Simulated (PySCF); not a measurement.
Vertical excitations of a molecule C3H8OSi2 from PySCF with TDDFT-PBE/def2-SVPD, as energy in eV (oscillator strength): 4.56 (0.003), 4.88 (0.001), 5.57 (0.004), 5.62 (0.007), 5.77 (0.015), 5.98 (0.003), 6.07 (0.023), 6.15 (0.041), 6.34 (0.022), 6.35 (0.023). Lowest triplet (TDA): 4.17 eV. Coordinates come from a B3LYP-D3(BJ)/def2-SVP optimisation. One conformer was computed; it need not be the lowest.

Question: Which structure fits?
A. [SiH3]C1=CO[C@H]1[SiH3]
B. [SiH3][Si@H]1C=COC1
C. CO[Si@@H]1C=C[SiH2]1
D. C[Si@]1([SiH3])C=CO1

Answer: C, CO[Si@@H]1C=C[SiH2]1
